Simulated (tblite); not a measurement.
C5H6NOS (doublet state).
SMILES with atom numbers: `[CH3:1][O:2][C:3](=[S:4])[CH:5][CH2:6][C:7]#[N:8]` (hydrogens: H9, H10, H11 on C1; H12 on C5; H13, H14 on C6)
Bond orders are those of one Lewis drawing.

Computed with GFN2-xTB (tblite), gas phase: L-BFGS steps from a force-field or distance-geometry start until the largest atomic force falls under 0.01 eV/Å.

At the end of the run (lengths in Å): C3–C5 1.367, C3=S4 1.707, C1–O2 1.411, C6–C7 1.447, O2–C3 1.343, C5–C6 1.493, C7≡N8 1.142, O2–C3–C5 118.9°, C1–O2–C3 117.9°, S4–C3–C5 119.5°, O2–C3–S4 121.6°, C1–O2–C3–S4 -1°, O2–C3–C5–C6 -2°, C3–C5–C6–C7 -105°, H12–C5–C6–C7 72°, H13–C6–C5–C3 136°.

**Question.** These geometries were met on the way; a selection of coordinates is given. Order them by energy above the end point, lowest first.
A. C3–C5 1.369, C3=S4 1.704, C1–O2 1.410, C6–C7 1.451, O2–C3 1.342, C5–C6 1.497, C7≡N8 1.142, O2–C3–C5 116.7°, C1–O2–C3 120.8°, S4–C3–C5 120.5°, O2–C3–S4 122.8°, C1–O2–C3–S4 -4°, O2–C3–C5–C6 -1°, C3–C5–C6–C7 -81°, H12–C5–C6–C7 97°, H13–C6–C5–C3 160°
B. C3–C5 1.367, C3=S4 1.703, C1–O2 1.409, C6–C7 1.447, O2–C3 1.341, C5–C6 1.492, C7≡N8 1.142, O2–C3–C5 117.0°, C1–O2–C3 119.0°, S4–C3–C5 120.4°, O2–C3–S4 122.6°, C1–O2–C3–S4 -3°, O2–C3–C5–C6 -1°, C3–C5–C6–C7 -80°, H12–C5–C6–C7 97°, H13–C6–C5–C3 158°
C. C3–C5 1.365, C3=S4 1.702, C1–O2 1.410, C6–C7 1.443, O2–C3 1.345, C5–C6 1.492, C7≡N8 1.138, O2–C3–C5 115.6°, C1–O2–C3 122.5°, S4–C3–C5 122.1°, O2–C3–S4 122.3°, C1–O2–C3–S4 -4°, O2–C3–C5–C6 0°, C3–C5–C6–C7 -82°, H12–C5–C6–C7 97°, H13–C6–C5–C3 159°
D. C3–C5 1.393, C3=S4 1.715, C1–O2 1.416, C6–C7 1.456, O2–C3 1.345, C5–C6 1.512, C7≡N8 1.153, O2–C3–C5 114.6°, C1–O2–C3 124.3°, S4–C3–C5 123.8°, O2–C3–S4 121.6°, C1–O2–C3–S4 -3°, O2–C3–C5–C6 0°, C3–C5–C6–C7 -82°, H12–C5–C6–C7 96°, H13–C6–C5–C3 157°
E. C3–C5 1.478, C3=S4 1.645, C1–O2 1.451, C6–C7 1.473, O2–C3 1.367, C5–C6 1.501, C7≡N8 1.160, O2–C3–C5 109.1°, C1–O2–C3 121.1°, S4–C3–C5 125.7°, O2–C3–S4 125.2°, C1–O2–C3–S4 -3°, O2–C3–C5–C6 0°, C3–C5–C6–C7 -83°, H12–C5–C6–C7 96°, H13–C6–C5–C3 157°

**Answer.** B (0.018 eV), A (0.032 eV), C (0.059 eV), D (0.136 eV), E (0.414 eV).

| step | E above end (eV) | rms distance from the end, all atoms (Å) | largest force (eV/Å) | rms shift of all bonds from the end (Å) |
| --- | --- | --- | --- | --- |
| 15 | 0.018 | 0.338 | 0.119 | 0.002 |
| 11 | 0.032 | 0.343 | 0.203 | 0.003 |
| 6 | 0.059 | 0.348 | 0.450 | 0.003 |
| 3 | 0.136 | 0.354 | 1.516 | 0.011 |
| 0 | 0.414 | 0.358 | 3.805 | 0.039 |

Rows stand in the order of the answer.
